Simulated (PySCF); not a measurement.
TaOF₃, optimised at GFN2-xTB:

```xyz
5

O     -0.0056     0.6926    -1.6238
Ta    -0.0147     0.0272    -0.0586
F     -0.0235    -1.8060    -0.1710
F      1.4838     0.5760     0.8504
F     -1.5143     0.5910     0.8394
```

Energies from PySCF (xtb for GFN2), thermal terms from the rigid-rotor harmonic-oscillator model, ideal gas at 1 bar. All species are closed-shell singlets. Ta: scalar-relativistic def2 core potential, no spin-orbit coupling. TaOF₃: computed as isolated molecules; such fragments, hydroxides, amides, oligomers or adducts are transient or little studied in the gas.

List the harmonic frequencies (cm⁻¹, unscaled) at this level and at the other levels, each on its own geometry.


- GFN2-xTB: 135, 135, 162, 206, 206, 411, 438, 438, 810
- PBE/def2-SVP: 158, 158, 182, 253, 253, 684, 688, 688, 985
- PBE0/def2-TZVP: 170, 170, 196, 265, 265, 692, 692, 698, 1038
